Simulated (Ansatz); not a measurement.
Reaction (isomerisation): `N=C1BN1` → `NB1C=N1`

Program: Ansatz. Geometries: PBE0-D4/def2-TZVP. ΔE: electronic, gas phase. CCSD(T)/CBS adds triple-zeta CCSD(T) − MP2 to the extrapolated MP2 energy (def2 sets, frozen cores). DFT in def2-TZVPP. Each species was taken in one conformer, which may not be the lowest.

```
     level  ΔE (kcal/mol)
 revPBE-D4          -26.0
r2SCANh-D4          -29.2
```

(1) What does CCSD(T)/CBS give? (Best estimate.)

Largest T1 diagnostic among the species: 0.015.

Results:

(1) Computed: -31.1 kcal/mol. The listed levels differ from it by 5.1, 1.9 kcal/mol.

In def2-TZVPP, CCSD(T) changes the Hartree–Fock value by +5.1 kcal/mol (the triples alone add +1.1 kcal/mol) and MP2 by +5.1 kcal/mol. From BLYP to BHLYP (50 % exact exchange), in def2-TZVPP and without D4, ΔE moves by −5.3 kcal/mol.
